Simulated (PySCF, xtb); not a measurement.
Breaking a bond: BeF, doublet.

- GFN1-xTB (xtb)
- UKS-M06-2X/6-31G* = unrestricted M06-2X/6-31G*, spherical d in PySCF
- UCCSD(T) = CCSD(T) on UHF/cc-pVDZ, 1 core orbital frozen run with PySCF

Energies relative to the lowest point of each curve near equilibrium, in kcal/mol:

```
R / Å  GFN1-xTB  UKS-M06-2X/6-31G*
-----  --------  -----------------
1.04      106.8               96.9
1.10       60.4               56.1
1.17       27.8               26.3
1.22       14.0               13.3
1.33        1.0                0.8
1.37        0.0                0.0
1.41        0.2                0.6
1.44        1.0                1.9
1.52        4.9                7.4
1.71       19.1               28.4
1.87       32.0               48.7
2.24       56.7               91.5
```

Question: What does UCCSD(T) give at the same points?

Answer: 1.04: 113.4; 1.10: 69.4; 1.17: 35.9; 1.22: 20.4; 1.33: 3.0; 1.37: 0.7; 1.41: 0.0; 1.44: 0.3; 1.52: 3.8; 1.71: 21.5; 1.87: 40.5; 2.24: 82.6 (kcal/mol).

The scan ran from 1.04 to 5.46 Å; beyond the distances shown one of the unrestricted levels run for this scan, shown here or not, changes its spin distribution in one step.
